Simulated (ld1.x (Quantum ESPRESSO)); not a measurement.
**Scattering properties, ultrasoft potential for Re**

| Quantity | Value |
| --- | --- |
| Element | Re (Z = 75) |
| Generator | ld1.x (Quantum ESPRESSO) 7.5 |
| Type | ultrasoft |
| Functional | PBE |
| Relativity | scalar-relativistic |
| Frozen core | [Xe] 4f14 |
| Valence charge | 7 |
| Reference configuration | 5d5 6s1.5 6p0.5 |
| Partial waves | 6s (bound): rcut 1.70, rcutus 2.30 bohr; 6s channel at 0.9 Ry: rcut 1.70, rcutus 2.30 bohr; 6p (bound): rcut 2.35, rcutus 3.10 bohr; 6p channel at 0.65 Ry: rcut 2.35, rcutus 3.10 bohr; 5d (bound): rcut 2.05, rcutus 2.55 bohr; 5d channel at -0.15 Ry: rcut 2.05, rcutus 2.55 bohr |
| Local potential | all-electron potential smoothed inside 2.40 bohr (lloc = -2) |
| Core correction | a·sin(br)/r model core, default radius (core density twice the valence density) |
| Augmentation charge | PSQ, inside the norm-conserving radii |

The phase is arctan(r·u′/u) with u = r·R(r), unwrapped; energies in Ry, scanned from -2 to 5 Ry. A pole is an energy at which the radial function vanishes at the test radius. The pseudo phase is shifted by a multiple of π to meet the all-electron one at the reference energy, and phase errors are pseudo minus all-electron; the curves can meet again beyond the range given. Levels narrower than the energy grid can be missing from the lists of poles.

```tsv
channel	radius (bohr)	reference energy (Ry)	poles, all-electron	poles, pseudo	unbroken range about the reference energy with phases within 0.05 rad	phase error 1 Ry above the reference energy (rad)
s	3.37	-0.48	0.32	0.32	below 1.5	-0.000
p	3.37	-0.13	1.37	1.36, 4.07	below 2.7	-0.000
d	3.37	-0.45	-0.30, 3.27	-0.30, 3.29	the whole range	-0.000
```

Phases in the p channel:

```tsv
E (Ry)	all-electron	pseudo
-2.00	1.335	1.334
-1.52	1.288	1.288
-1.04	1.204	1.203
-0.56	0.992	0.992
-0.08	0.029	0.029
0.40	-1.191	-1.191
0.88	-1.460	-1.460
1.36	-1.569	-1.570
1.84	-1.642	-1.645
2.32	-1.712	-1.727
2.80	-1.812	-1.896
3.28	-2.036	-3.499
3.76	-3.025	-4.596
4.24	-4.225	-4.761
4.72	-4.485	-4.902
```
